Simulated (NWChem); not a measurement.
**Ionisation of O4Ru**

```
Ru
O 1 1.6788
O 1 1.6788 2 109.47
O 1 1.6788 2 109.47 3 -120.00
O 1 1.6788 2 109.47 3 120.00
```
Charge 0, spin multiplicity 1.

Everything below was run with NWChem. All single points use one geometry, from B3LYP/def2-SVP with def2 effective core potentials on Ru, a minimum by its harmonic frequencies.

Basis set: def2-SVPD. The species with one electron less has spin multiplicity 2 and keeps the geometry of the parent. Δ marks differences of total energies (open shells unrestricted). −ε marks an orbital energy of the parent. That orbital need not have the symmetry of the hole or added electron in the Δ rows.

Effective core potentials replace the inner electrons of Ru; spin-orbit coupling is left out. B3LYP has NWChem's definition, with VWN1-RPA local correlation. The structure started from a generated list of species. No SCF solution was tested for a lower state.

One of these methods gave a first vertical ionisation energy of 12.10 eV. Which?
A. −ε(HOMO) of BLYP
B. ΔBLYP
C. G0W0@CAM-B3LYP
D. −ε(HOMO) of HF

C, G0W0@CAM-B3LYP. The others give 8.91 (−ε(HOMO) of BLYP), 14.58 (−ε(HOMO) of HF), 12.31 (ΔBLYP).
